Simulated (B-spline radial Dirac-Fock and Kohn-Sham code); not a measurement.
X-ray form factors of phosphorus in several charge states

Method: Dirac-Fock orbitals of the configuration average with a finite nucleus. Computed with a radial finite-basis atomic code.

Configurations: P¹⁰⁺ [He] 2s2 2p1; P¹¹⁺ [He] 2s2; P¹²⁺ [He] 2s1; P¹³⁺ 1s2; P¹⁴⁺ 1s1. The first column is f₀ of P¹⁰⁺, the others are differences from it.

| s (Å⁻¹) | P¹⁰⁺ | Δ P¹¹⁺ | Δ P¹²⁺ | Δ P¹³⁺ | Δ P¹⁴⁺ |
| --- | --- | --- | --- | --- | --- |
| 0 | 5.000 | -1.000 | -2.000 | -3.000 | -4.000 |
| 0.1 | 4.949 | -0.985 | -1.967 | -2.951 | -3.950 |
| 0.2 | 4.800 | -0.940 | -1.871 | -2.808 | -3.804 |
| 0.3 | 4.568 | -0.870 | -1.723 | -2.586 | -3.577 |
| 0.4 | 4.273 | -0.783 | -1.536 | -2.306 | -3.289 |
| 0.5 | 3.941 | -0.685 | -1.327 | -1.991 | -2.965 |
| 0.7 | 3.252 | -0.487 | -0.903 | -1.349 | -2.298 |
| 0.9 | 2.644 | -0.318 | -0.545 | -0.801 | -1.718 |
| 1.1 | 2.180 | -0.192 | -0.290 | -0.408 | -1.289 |
| 1.4 | 1.742 | -0.078 | -0.081 | -0.091 | -0.909 |
